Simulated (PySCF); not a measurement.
# Computed properties of C4H4ClF, SMILES F[C@@H]1CC(Cl)=C1

C₄H₄ClF, SMILES F[C@H]1C=C(Cl)C1. Geometry optimised at TPSSh-D3(BJ)/def2-SVP. The structure was generated by enumeration; whether it is a known compound was not checked. Other conformers were not sampled. All values are computed for the isolated molecule unless a solvent is named; none is compared with measurement here.

**Structure.** All 24 harmonic modes at TPSSh-D3(BJ)/def2-SVP (PySCF) are real, so it is a minimum. With heavy atoms numbered as in [F:1][C@H:2]1[CH:3]=[C:4]([Cl:5])[CH2:6]1, the shortest bond between them is C3–C4 at 1.345 Å and the longest C4–Cl5 at 1.719 Å.

**Vibrations.** The strongest infrared lines (harmonic, unscaled, degenerate partners summed) lie at 1291 cm⁻¹ (81 km/mol, C 60 %, H 39 %), 1656 cm⁻¹ (74 km/mol, C 94 %), 1364 cm⁻¹ (63 km/mol, H 75 %, C 24 %). The softest mode is at 114 cm⁻¹ and the zero-point energy is 44.0 kcal/mol.

**Electronic structure.** B3LYP/def2-TZVP (PySCF) places the frontier levels at -7.38 and -0.73 eV, a gap of 6.65 eV, and gives a dipole moment of 1.25 D and a mean polarisability of 58.2 bohr³. PBE/def2-TZVP (PySCF) at the same geometry gives -6.45 and -1.49 eV, so its gap is 1.69 eV narrower. An orbital gap is neither the optical nor the fundamental gap.

**Excitations.** TDA-CAM-B3LYP/def2-SVPD (PySCF) has S1 at 6.88 eV (180 nm, f = 0.281, bright); the most intense of the 10 singlets computed lies at 6.88 eV (f = 0.28). T1 (TDA) is at 4.08 eV, 2.80 eV under S1. TDA-PBE/def2-SVPD (PySCF) puts S1 at 6.06 eV. No vertical singlet excitation falls in the visible range (under 3.1 eV).

**NMR.** GIAO shifts at PBE0/pcSseg-1 (PySCF) (non-relativistic, atoms alike by connectivity averaged): ¹³C from 51.3 to 154.9 ppm against TMS; ¹H from 3.2 to 6.5 ppm against TMS; ¹⁹F at -198.0 ppm against CFCl3. Without spin–orbit terms, shifts of atoms bonded to Cl or Br come out too high.
